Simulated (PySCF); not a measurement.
# Atomic charges by several schemes

Compound: C₃H₁₂N₂OSi₂.
Numbering: `[CH3:1][N:2]([SiH3:3])[CH2:4][SiH2:5][C:6]([NH2:7])=[O:8]` (hydrogens: H9, H10, H11 on C1; H12, H13, H14 on Si3; H15, H16 on C4; H17, H18 on Si5; H19, H20 on N7)

Geometry (GFN2-xTB, Å), atoms numbered from 1 in this order:
```
atom  x, y, z in Å
C1    -2.0931   -1.1209   -0.5058
N2    -1.3896    0.1269   -0.3965
Si3   -2.2135    1.6199   -0.1934
C4    -0.0398    0.0627   -0.9129
Si5    1.1068   -1.0921    0.1060
C6     2.8954   -0.4235   -0.1062
N7     3.2406    0.6381    0.6600
O8     3.6763   -0.9036   -0.9056
H9    -3.0927   -1.0186   -0.0913
H10   -2.1813   -1.4449   -1.5504
H11   -1.5613   -1.9025    0.0455
H12   -2.7953    2.1997   -1.4164
H13   -1.2113    2.5475    0.3353
H14   -3.2817    1.3415    0.7650
H15    0.3687    1.0747   -0.9142
H16   -0.0527   -0.2647   -1.9630
H17    1.0854   -2.4771   -0.3632
H18    0.7498   -0.9963    1.5296
H19    4.1691    1.0267    0.5849
H20    2.6150    1.0173    1.3474
```

Density: PBE0/pcSseg-1 (PySCF); schemes: Mulliken, IAO, Hirshfeld and ESP-fitted. Isolated species at its GFN2-xTB geometry (one conformer only).

**Question.** Give the atomic charges in each scheme.

**Answer.** In e:

| atom | environment | Mulliken | IAO | Hirshfeld | ESP-fitted |
| --- | --- | --- | --- | --- | --- |
| C1 | N-methyl carbon | -0.061 | -0.293 | -0.067 | -0.390 |
| N2 | silicon-bound nitrogen | -0.785 | -0.506 | -0.175 | -0.188 |
| Si3 | SiH3 silicon | +0.637 | +0.746 | +0.342 | +0.444 |
| C4 | sp3 carbon bound to nitrogen | -0.286 | -0.409 | -0.106 | -0.215 |
| Si5 | SiH2 silicon | +0.603 | +0.677 | +0.329 | +0.173 |
| C6 | carbonyl carbon | +0.148 | +0.199 | +0.081 | +0.630 |
| N7 | nitrogen bound to a carbonyl carbon | -0.382 | -0.502 | -0.174 | -0.910 |
| O8 | carbonyl oxygen | -0.421 | -0.485 | -0.298 | -0.545 |
| H9 | methyl hydrogen | +0.119 | +0.147 | +0.048 | +0.151 |
| H10 | methyl hydrogen | +0.103 | +0.121 | +0.035 | +0.137 |
| H11 | methyl hydrogen | +0.120 | +0.128 | +0.037 | +0.149 |
| H12 | Si–H hydrogen | -0.112 | -0.162 | -0.092 | -0.120 |
| H13 | Si–H hydrogen | -0.121 | -0.137 | -0.082 | -0.112 |
| H14 | Si–H hydrogen | -0.111 | -0.132 | -0.079 | -0.104 |
| H15 | methylene hydrogen | +0.137 | +0.147 | +0.040 | +0.110 |
| H16 | methylene hydrogen | +0.141 | +0.131 | +0.036 | +0.114 |
| H17 | Si–H hydrogen | -0.045 | -0.102 | -0.067 | -0.042 |
| H18 | Si–H hydrogen | -0.073 | -0.123 | -0.080 | -0.079 |
| H19 | N–H hydrogen | +0.187 | +0.280 | +0.138 | +0.410 |
| H20 | N–H hydrogen | +0.202 | +0.276 | +0.136 | +0.388 |

Mean size of the charges over all atoms: IAO 0.285 e, ESP-fitted 0.271 e, Mulliken 0.240 e, Hirshfeld 0.122 e. Each set sums to the total charge, 0, to within 0.001 e. The Mulliken scheme gives each basis function's population to the atom it is centred on and halves the overlap population of two atoms between them.

Lowest charge. The schemes don't all agree: Mulliken N2 (-0.785); IAO N2 (-0.506); Hirshfeld O8 (-0.298); ESP-fitted N7 (-0.910).

Highest charge. The schemes don't all agree: Mulliken Si3 (+0.637); IAO Si3 (+0.746); Hirshfeld Si3 (+0.342); ESP-fitted C6 (+0.630).

**Question.** How closely do the schemes follow one another over all atoms?

**Answer.** Correlation coefficient and root-mean-square difference: IAO with Hirshfeld 0.97, 0.199 e; Mulliken with IAO 0.96, 0.102 e; Mulliken with Hirshfeld 0.93, 0.184 e; IAO with ESP-fitted 0.82, 0.211 e; Hirshfeld with ESP-fitted 0.78, 0.249 e; Mulliken with ESP-fitted 0.71, 0.256 e.

**Question.** How many electrons does the ESP-fitted scheme count on C4?

**Answer.** Z − q = 6 − (-0.215) = 6.215.

**Question.** Sum the charges by element, for elements with more than one atom.

**Answer.** 
```csv
element,atoms,Mulliken,IAO,Hirshfeld,ESP-fitted
C,3,-0.199,-0.503,-0.093,+0.025
N,2,-1.168,-1.008,-0.349,-1.098
Si,2,+1.240,+1.423,+0.670,+0.617
H,12,+0.547,+0.573,+0.070,+1.001
```
